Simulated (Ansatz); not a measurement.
CH6GaInS. The species carries charge 0 and has multiplicity 1. In takes the def2 core potential. The bonds changed during the relaxation, so this is another structure than the one it started from.

```xyz
10

C    -1.1435    0.4680    0.9354
In    0.9658   -0.6646   -2.8278
Ga    0.6450    0.5497    0.1024
S     1.4040   -1.6866   -0.3134
H    -1.8323   -0.1346    0.3396
H    -1.0775    0.0289    1.9329
H    -1.5666    1.4702    1.0315
H     0.4939    0.9542   -1.5422
H     1.9154    1.2914    0.6493
H     0.1959   -2.2766   -0.3077
```

(1) List the harmonic frequencies (cm⁻¹, unscaled) at PBE0-D4/def2-TZVP in Ansatz. (Estimate.)

(2) Is this a minimum?

(3) Give the ideal-gas thermochemistry at 298.15 K and 1 bar (rigid rotor, harmonic oscillator; point group C1, symmetry number 1).

(4) Rotational constants (cm⁻¹)?

## Answers

(1) Ansatz gave: 38, 100, 124, 140, 175, 285, 370, 412, 484, 568, 612, 678, 741, 760, 959, 1221, 1450, 1453, 1465, 1956, 2701, 3051, 3137, 3141.

(2) Yes, all 24 modes are real.

(3) Zero-point energy 155.6 kJ/mol; H(298) − E = 180.2 kJ/mol; entropy 397.8 J/(mol·K), of which translation 176.9, rotation 123.7, vibration 97.3; G(298) − E = 61.6 kJ/mol. Modes under 100 cm⁻¹ are hindered rotations or soft bends, so the harmonic entropy is rough.

(4) 0.1044, 0.02705, 0.02395.
